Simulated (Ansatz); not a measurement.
`B[AsH2]` → As• + B• + 4 H•  (atomization)

Isolated molecules relaxed with PBE0-D4/def2-TZVP in Ansatz; ΔE leaves out vibrations. CCSD(T)/CBS is the MP2 limit (def2-TZVPP, def2-QZVPP) plus CCSD(T) − MP2 in def2-TZVPP, frozen cores. This one scheme is used for every species, atoms too. Functionals use def2-TZVPP. No spin–orbit coupling; open shells (•) take unrestricted orbitals. Spin–orbit coupling would lower the free atoms: a little for B. Bonds to As are less sure, by a few kJ/mol each and by 10 to 20 or more in all where they break to atoms, as the def2 sets lack core-valence functions. Scalar relativity is left out up to krypton.

| level | ΔE (kJ/mol) |
| --- | --- |
| B2PLYP | 1647.6 |
| BHLYP | 1638.4 |

(1) What does CCSD(T)/CBS give? (An estimate is asked.)

Largest T1 diagnostic among the species: 0.014.

Answers

(1) Ansatz gave: +1651.4 kJ/mol. The listed levels differ from it by -3.8, -13.0 kJ/mol.

From BLYP to BHLYP (50 % exact exchange), in def2-TZVPP and without D4, ΔE moves by −12.6 kJ/mol: exact exchange takes away binding that semilocal exchange gives to molecules. At CCSD(T), def2-SVP lies −104.0 kJ/mol from the extrapolated value and def2-TZVPP −35.4 kJ/mol: correlation converges slowly with the basis, and small sets miss more of it in the bonded molecule than in its fragments.

For atomizations the MP2-based limit and the directly extrapolated one differ by several kJ/mol either way, and by 10 to 25 for some Ge, Se and Sn compounds, so smaller differences from it don't rank the levels.
